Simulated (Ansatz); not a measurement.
Calculated with Ansatz (gas phase, PBE0-D4/def2-TZVP geometries, no zero-point term in ΔE). CBS: MP2 limit from def2 TZ/QZ plus the TZ coupled-cluster correction, frozen cores. DFT in def2-TZVPP. B3LYP here is the variant with VWN-RPA as its local correlation; programs differ in this. For Ge outer-core shells are correlated without core-valence functions, which leaves a few kJ/mol of doubt a bond. Scalar relativity is left out up to krypton. One conformer a species, not always the lowest.

Reaction (ligand exchange at the Si–O bond): `CC(=N)O[SiH2]O` + `[OH][GeH3]` → `O[SiH2][O][GeH3]` + `CC(=N)O`

Task: Is it downhill or uphill in electronic energy at CCSD(T)/CBS, and by how much? (Best estimate.)

Result: Computed: Downhill: ΔE = -14.9 kJ/mol.

Task: What do these levels give: PBE-D4, r2SCAN, B3LYP, HF/def2-TZVPP, MP2/def2-TZVPP, SCS-MP2/def2-TZVPP, CCSD/def2-TZVPP, MP2/def2-QZVPP, SCS-MP2/def2-QZVPP, HF/CBS(def2), MP2/CBS(def2), CCSD/CBS(def2)? (Estimate.)

Result: Computed: PBE-D4 -12.4, r2SCAN -15.1, B3LYP -18.7, HF/def2-TZVPP -25.0, MP2/def2-TZVPP -13.8, SCS-MP2/def2-TZVPP -16.0, CCSD/def2-TZVPP -16.5, MP2/def2-QZVPP -14.3, SCS-MP2/def2-QZVPP -16.6, HF/CBS(def2) -25.7, MP2/CBS(def2) -14.3, CCSD/CBS(def2) -17.0 kJ/mol.

Largest T1 diagnostic among the species: 0.013.

In def2-TZVPP, CCSD(T) changes the Hartree–Fock value by +10.6 kJ/mol (the triples alone add +2.1 kJ/mol) and MP2 by +11.2 kJ/mol. The D4 term adds +3.6 kJ/mol with B3LYP and +2.0 kJ/mol with PBE0; it sums over pairs of atoms, weighted by their polarisabilities, and B3LYP, whose exchange is more repulsive, gets the larger term.
